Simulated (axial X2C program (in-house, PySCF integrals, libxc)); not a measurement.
## Photoelectron levels of SiTe by EOM-IP-CCSD

Calculated with an in-house all-electron X2C program for linear molecules (integrals from PySCF): two-component X2C with atomic mean-field Coulomb and Gaunt terms, Gaussian nuclei, basis Te dyall-cv3z, Si dyall-v3z with contracted cores.

R = 2.277 Å (near the PBE0 minimum at charge 0 of the determinant lowest at the starting distance; the state shown can have its own minimum elsewhere).

Hartree–Fock spinors of SiTe (one of each Kramers pair; a window near the gap, which can cut inner shells):

```tsv
ω	occupied	ε (eV)	character
1/2	yes	-22.15	61% Te s, 21% Si s, 11% Si p
1/2	yes	-15.09	47% Si s, 28% Te p, 16% Te s
1/2	yes	-9.81	48% Te p, 35% Si p, 11% Si s
1/2	yes	-9.18	64% Te p, 28% Si p, 4% Si d
3/2	yes	-8.81	68% Te p, 26% Si p, 4% Si d
1/2	no	0.15	72% Si p, 16% Te p, 7% Te d
3/2	no	0.18	65% Si p, 23% Te p, 7% Te d
1/2	no	2.65	48% Si p, 21% Te p, 14% Si d
1/2	no	4.49	49% Si s, 15% Te d, 15% Te s
3/2	no	5.19	68% Si p, 21% Te p, 6% Te d
1/2	no	5.21	64% Si p, 25% Te p, 6% Te d
```

Vertical ionisation energies of SiTe to the states of SiTe⁺:

```csv
Ω of SiTe⁺,vertical IE (eV),above lowest (cm⁻¹),ionised spinor,one-hole weight
3/2,9.234,0,"68% Te pπ, 26% Si pπ",0.96
1/2,9.371,1103,"33% Te pπ, 25% Si pσ, 19% Te pσ",0.95
1/2,9.824,4757,"43% Te pπ, 19% Si pσ, 15% Te pσ",0.94
1/2,13.602,35231,"45% Si sσ, 34% Te pσ, 15% Te sσ",0.69
```

Question: How far does the lowest EOM-IP-CCSD energy lie from the Koopmans value −ε of the highest filled spinor?

Answer: 9.234 eV against 8.81 eV, a shift of 0.42 eV: relaxation of the final state lowers the energy and the loss of correlation raises it.

Question: What is the splitting of the first π pair in the table, and is it regular or inverted?

Answer: E(3/2) − E(1/2) = 0 − 1103 = -1103 cm⁻¹ at EOM-IP-CCSD: inverted, Ω = 3/2 lower. Splittings at this level can be off by ten to twenty per cent.

This point took 14 s on 1 thread of Arm Neoverse V2, with other jobs on the host.

Reference electrons by ω block (each with its −ω partner): 1/2: 22, 3/2: 9, 5/2: 2. 20 electrons of SiTe correlated (inner shells frozen), 82 natural virtual spinors (a truncated set); levels can be off by some tenths of an eV. Roots sought by Ω: (1/2: 4, 3/2: 3, 5/2: 1); rows need 60 % one-particle weight and stop where some Ω has no more roots. Missing are any skipped roots, higher Ω and states of a further excitation; these come out far too high here and may in truth be low or lowest. T1 of the reference 0.016 (Lee–Taylor). Number of frozen shells: Te 4 s, 3 p, 1 d; Si 2 s, 1 p.
